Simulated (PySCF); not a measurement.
Delta-SCF ions had no search for a lower state. Excitations are Tamm–Dancoff values on a coarser integration grid. The basis has no diffuse functions, so Rydberg states are missing or too high.

# C5H4O, SMILES `O=C=C1C=CC1` (charge 0, multiplicity 1)

The numbers are results of ωB97X-D3(BJ)/def2-TZVP // PBE0-D3(BJ)/def2-TZVP (PySCF), not measurements.

| Quantity | Result |
|---|---|
| HOMO | -8.32 eV |
| dipole moment | 1.83 D |
| LUMO | 1.11 eV |
| HOMO–LUMO gap | 9.43 eV |
| S1 excitation (TDA) | 3.09 eV |
| S1 oscillator strength | 0.000 |
| brightest of the four lowest singlets (TDA) | 5.86 eV |
| T1 excitation (TDA) | 2.77 eV |
| S1–T1 gap (TDA) | 0.33 eV |
| vertical ionisation energy (Delta-SCF) | 8.26 eV |
| total energy | -7299.73 eV |
| cost | very roughly 3 core-minutes |

```xyz
10

O      2.4651    -1.9268     0.3126
C      1.5763    -1.1823     0.2429
C      0.5719    -0.3544     0.1525
C      0.1051     0.8563     0.8256
C     -0.9859     0.9725     0.0499
C     -0.6613    -0.2658    -0.7614
H      0.5194     1.4229     1.6489
H     -1.8033     1.6766     0.0028
H     -0.4288    -0.0985    -1.8155
H     -1.3584    -1.1004    -0.6582
```
